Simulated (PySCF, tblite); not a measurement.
C₄H₄F₄.
Z-matrix (Å and degrees, GFN2-xTB geometry), rows numbered from 1:
```
F 
C   1  1.3246
F   2  1.3278  1  109.70
C   2  1.3177  1  124.82  3   179.55
C   4  1.4952  2  123.43  1  -179.50
C   5  1.5270  4  111.10  2  -118.49
F   6  1.3529  5  110.14  4  -178.79
F   6  1.3541  5  110.70  4   -61.53
H   4  1.0782  2  118.48  1     0.57
H   5  1.0933  4  109.70  2   122.89
H   5  1.0902  4  111.19  2     2.19
H   6  1.1009  5  113.71  4    59.89
```

Computed with CAM-B3LYP/def2-SVPD in PySCF (dipole) on a GFN2-xTB geometry, gas phase.

Take the most abundant isotopes and a rigid rotor. The values belong to one conformer with, in the numbering `[F:1][C:2]([F:3])=[CH:4][CH2:5][CH:6]([F:7])[F:8]`, C2–C4–C5–C6 -118°, C4–C5–C6–F7 -179°.

Task: What are A, B and C (GHz)?

Result: Ia = 107.20, Ib = 572.55, Ic = 649.94 u·Å²; 505379 MHz·u·Å²/I gives 4714, 882.7 and 777.6 MHz, that is A = 4.7144, B = 0.8827, C = 0.7776 GHz.

Task: What kind of rotor is it?

Result: A near-prolate asymmetric top. Ray's parameter κ = (2B − A − C)/(A − C) = -0.947; −1 is the prolate and +1 the oblate limit.

Task: Is it planar, by Δ = Ic − Ia − Ib?

Result: Not planar: Δ = Ic − Ia − Ib = -29.80 u·Å². For a rigid frame Δ = −2 Σ m c², so Σ m c² = 14.90 u·Å² lies off the ab plane: 5.24 from hydrogen and 9.66 from heavier atoms. The atom farthest from that plane is 1.65 Å away.

Task: Give the other two planar moments, Paa and Pbb, and the rms extents of the mass along the axes.

Result: Paa = Σ m a² = (Ib + Ic − Ia)/2 = 557.65 and Pbb = Σ m b² = (Ia + Ic − Ib)/2 = 92.30 u·Å². With the mass M = 128.02 u, the rms extents √(P/M) along a, b and c are 2.09, 0.85, 0.34 Å.

Task: Where do the levels up to J = 2 lie, in K?

Result: Above 0(0,0), as E/k:
J = 1: 1(0,1) 0.080, 1(1,1) 0.264, 1(1,0) 0.269
J = 2: 2(0,2) 0.239, 2(1,2) 0.418, 2(1,1) 0.433, 2(2,1) 0.985, 2(2,0) 0.985
The levels of one J sum to (2J + 1)J(J + 1)(A + B + C)/3.

Task: Predict some low-J microwave lines.

Result: The dipole components are |μa| = 0.67 D, |μb| = 0.21 D, |μc| = 0.17 D. The squared components, which scale the intensities, stand as 1.00 : 0.10 : 0.07 (a : b : c). Some lines, for components of 0.1 D or more:

| type | branch | J(Ka,Kc) | MHz | lower level (cm⁻¹) |
| --- | --- | --- | --- | --- |
| a | Q | 2(1,1) ← 2(1,2) | 315 | 0.290 |
| a | R | 3(1,3) ← 2(1,2) | 4822 | 0.290 |
| b | R | 5(0,5) ← 4(1,4) | 4874 | 0.666 |
| a | R | 4(2,2) ← 3(2,1) | 6661 | 0.851 |
| a | R | 4(1,3) ← 3(1,2) | 6847 | 0.472 |
| a | R | 5(4,2) ← 4(4,1) | 8306 | 2.627 |
| a | R | 5(2,3) ← 4(2,2) | 8339 | 1.073 |
| c | R | 5(1,4) ← 4(0,4) | 12990 | 0.553 |
| c | R | 2(2,0) ← 1(1,0) | 14923 | 0.187 |
| b | R | 3(2,1) ← 2(1,2) | 16802 | 0.290 |
| c | Q | 4(3,2) ← 4(2,2) | 19397 | 1.073 |
| b | Q | 3(3,1) ← 3(2,2) | 19423 | 0.851 |
| b | R | 3(3,1) ← 2(2,0) | 24401 | 0.684 |
| b | R | 3(3,0) ← 2(2,1) | 24403 | 0.684 |
| c | R | 4(3,1) ← 3(2,1) | 26057 | 0.851 |
| b | R | 4(3,1) ← 3(2,2) | 26068 | 0.851 |
| b | R | 5(3,2) ← 4(2,3) | 27738 | 1.072 |

Task: Estimate the classical rotational partition function at 10 K, 25 K and 100 K.

Result: Point group C1, symmetry number σ = 1; q = (√π/σ)·√((kT/h)³/(ABC)), k/h = 20836.6 MHz/K: 2960 at 10 K, 11700 at 25 K, 93700 at 100 K.

Its GFN2-xTB frequencies are all real (lowest 36 cm⁻¹). Zero-point vibration and centrifugal distortion are left out.

Time: 75 s of wall time; peak memory 0.90 GiB. Hardware: one thread, Arm Neoverse N1 (aarch64), shared host with 64 logical CPUs at a one-minute load of 61. This is the CAM-B3LYP/def2-SVPD job that gave the dipole, with the excitations it also computed.
